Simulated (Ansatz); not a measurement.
One change: `[OH][Sn]([OH])([Cl])[Cl]` becomes `[OH][Ge]([OH])([Cl])[Cl]`.

Ansatz, PBE0-D4/def2-TZVP geometries, multiplicity 1. Each molecule was computed in one conformer, which needn't be the lowest.

Elements past krypton have def2 core potentials. Scalar relativity is left out up to krypton.

```json
{"property": "LUMO energy (PBE/def2-TZVPP) / eV", "`[OH][Sn]([OH])([Cl])[Cl]`": "-3.35"}
{"property": "LUMO energy (ωB97M-V/def2-TZVPP) / eV", "`[OH][Sn]([OH])([Cl])[Cl]`": "-0.37"}
{"property": "size of the dipole moment (PBE/def2-TZVPP) / D", "`[OH][Sn]([OH])([Cl])[Cl]`": "1.90"}
{"property": "HOMO–LUMO gap (B3LYP/def2-TZVPP) / eV", "`[OH][Sn]([OH])([Cl])[Cl]`": "6.43"}
{"property": "HOMO–LUMO gap (PBE0/def2-TZVPP) / eV", "`[OH][Sn]([OH])([Cl])[Cl]`": "7.06"}
{"property": "size of the dipole moment (B3LYP/def2-TZVPP) / D", "`[OH][Sn]([OH])([Cl])[Cl]`": "1.92"}
```

(1) Give the same properties after the change, and the shifts. (An estimate is asked.)

Answers

(1) The calculation gave: 
| property | `[OH][Ge]([OH])([Cl])[Cl]` | shift |
| --- | --- | --- |
| LUMO energy (PBE/def2-TZVPP) / eV | -2.15 | 1.20 |
| LUMO energy (ωB97M-V/def2-TZVPP) / eV | 0.88 | 1.25 |
| size of the dipole moment (PBE/def2-TZVPP) / D | 1.91 | 0.01 |
| HOMO–LUMO gap (B3LYP/def2-TZVPP) / eV | 7.58 | 1.15 |
| HOMO–LUMO gap (PBE0/def2-TZVPP) / eV | 8.23 | 1.17 |
| size of the dipole moment (B3LYP/def2-TZVPP) / D | 1.94 | 0.02 |

With PBE0 the HOMO rises by 0.12 eV and the LUMO rises by 1.29 eV, so the gap widens by about 1.17 eV. PBE moves the HOMO by 0.02 eV and ωB97M-V by 0.14 eV. Dipoles are sizes alone; their direction can turn.

B3LYP here is the variant with VWN-RPA as its local correlation; programs differ in this.
